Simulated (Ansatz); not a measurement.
One geometry of the cluster B₅⁺, several levels of theory.

```yaml
crystal:
  periodic: [false, false, false]
  atoms:
    - {symbol: B, position_ang: [0.318976, -1.211271, 0.021022]}
    - {symbol: B, position_ang: [-0.971018, 0.752871, -0.020570]}
    - {symbol: B, position_ang: [0.497364, 1.285441, -0.014210]}
    - {symbol: B, position_ang: [1.342936, -0.032159, 0.013498]}
    - {symbol: B, position_ang: [-1.188258, -0.794882, 0.000250]}
basis:
  gaussian: {orbitals: def2-TZVP, initial_orbitals: start.molden}
total_charge: 1
hamiltonian: {xc: pbe0, dispersion: d4}
scf: {omitted_lower_state_checks: [starts]}
output: {orbitals: {seedname: orbitals}}
```

The file start.molden holds the orbitals of an earlier run on this structure, at another level or in another basis.

```sh
$ ansatz run in.yaml --threads 4 --pin off --events-out ev --progress --plain --max-ram 3916MiB
```

Shortened log:

```
Functional definition: PBE0
845 factors; their error is unknown
mean field evaluation 1: about -3359.1606 eV, gradient 6.8e1 eV
mean field evaluation 2: about -3360.8813 eV, gradient 1.5e0 eV
mean field evaluation 4: about -3360.8767 eV, gradient 4.1e-1 eV
mean field evaluation 8: about -3360.8771 eV, gradient 1.8e-5 eV
mean field -3360.87708353 eV, -123.5099547355 hartree, gradient 1.8e-5 eV, S^2 0.000000; 0 other end points of the search recorded, 0 dependent functions left out
reference -3360.87711573 eV, -123.5099559187 hartree; 12, 12 occupied and 143, 143 virtual orbitals, 845 factors
Total energy: -3361.00146265 eV, -123.5145255837 hartree
Checks for a lower state left out: starts
```

Run time 0.55 s (4 threads of AMD EPYC 9R45 on a shared host).

First input, but with `hamiltonian: {xc: {name: wB97X-V}}` (abridged; 1.2 s):

```
Functional definition: wB97X-V
mean field -3364.44044098 eV, -123.6409057063 hartree, gradient 1.4e-5 eV, S^2 0.000000
Total energy: -3364.44043890 eV, -123.6409056301 hartree
Checks for a lower state left out: starts
```

Geometry: B3LYP-D4/def2-SVP.

The structure comes from a short search, and lower isomers may exist.
